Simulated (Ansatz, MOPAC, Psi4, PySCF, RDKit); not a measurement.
Relaxed torsion scan: SMILES C=Cc1cccc(C#N)c1 (C9H7N). Scanned: dihedral C1–C2–C3–C4; all other coordinates were relaxed at B3LYP-D3(BJ)/def2-SVP. Points at φ and −φ are mirror images.

Atom numbering (GFN2-xTB optimised geometry, Å):
```
17

C     -2.7975    -1.0170     0.0117
C     -2.1032     0.0776     0.2977
C     -0.6604     0.2526     0.1718
C     -0.0959     1.4830     0.5204
C      1.2659     1.7044     0.4207
C      2.1040     0.7026    -0.0305
C      1.5563    -0.5319    -0.3827
C      2.3997    -1.5688    -0.8467
N      3.0823    -2.4095    -1.2228
C      0.1864    -0.7555    -0.2826
H     -3.8658    -1.0480     0.1392
H     -2.3432    -1.9208    -0.3564
H     -2.6283     0.9509     0.6650
H     -0.7397     2.2755     0.8747
H      1.6769     2.6642     0.6964
H      3.1688     0.8615    -0.1133
H     -0.2062    -1.7208    -0.5626
```

Computed with: PBE-D3(BJ)/def2-TZVP // B3LYP-D3(BJ)/def2-SVP (Psi4); UFF // B3LYP-D3(BJ)/def2-SVP (RDKit); wB97X-D/def2-TZVP // B3LYP-D3(BJ)/def2-SVP (Psi4); AM1, restricted, heats of formation // B3LYP-D3(BJ)/def2-SVP (MOPAC); RKS-B3LYP/6-31G* = restricted B3LYP/6-31G*, spherical d, density fitting // B3LYP-D3(BJ)/def2-SVP (PySCF); CCSD(T)/cc-pVDZ = CCSD(T) on RHF/cc-pVDZ, frozen core // B3LYP-D3(BJ)/def2-SVP (Ansatz, an electronic-structure program).

Energies in kJ/mol, each method relative to its own lowest point.

| φ / ° | PBE-D3(BJ)/def2-TZVP | UFF | wB97X-D/def2-TZVP | AM1 | RKS-B3LYP/6-31G* | CCSD(T)/cc-pVDZ |
|---|---|---|---|---|---|---|
| -165 | 0.1 | 0.1 | 0.0 | 0.0 | 0.2 | 0.0 |
| -135 | 4.9 | 4.8 | 2.8 | 1.9 | 4.9 | 2.7 |
| -105 | 15.4 | 19.0 | 11.2 | 6.4 | 15.1 | 10.5 |
| -75 | 15.6 | 19.4 | 11.6 | 6.1 | 15.1 | 10.5 |
| -45 | 5.1 | 4.7 | 3.4 | 1.8 | 4.9 | 2.9 |
| -15 | 0.0 | 0.0 | 0.0 | 0.0 | 0.0 | 0.1 |
| 15 | 0.0 | 0.0 | 0.0 | 0.0 | 0.0 | 0.1 |
| 45 | 5.1 | 4.7 | 3.4 | 1.8 | 4.9 | 2.9 |
| 75 | 15.6 | 19.4 | 11.6 | 6.1 | 15.1 | 10.5 |
| 105 | 15.4 | 19.0 | 11.2 | 6.4 | 15.1 | 10.5 |
| 135 | 4.9 | 4.8 | 2.8 | 1.9 | 4.9 | 2.7 |
| 165 | 0.1 | 0.1 | 0.0 | 0.0 | 0.2 | 0.0 |

Root-mean-square difference from the CCSD(T)/cc-pVDZ profile, itself a level with limits, after the best constant shift (kJ/mol): PBE-D3(BJ)/def2-TZVP 2.0, UFF 3.7, wB97X-D/def2-TZVP 0.4, AM1 1.8, RKS-B3LYP/6-31G* 1.9.
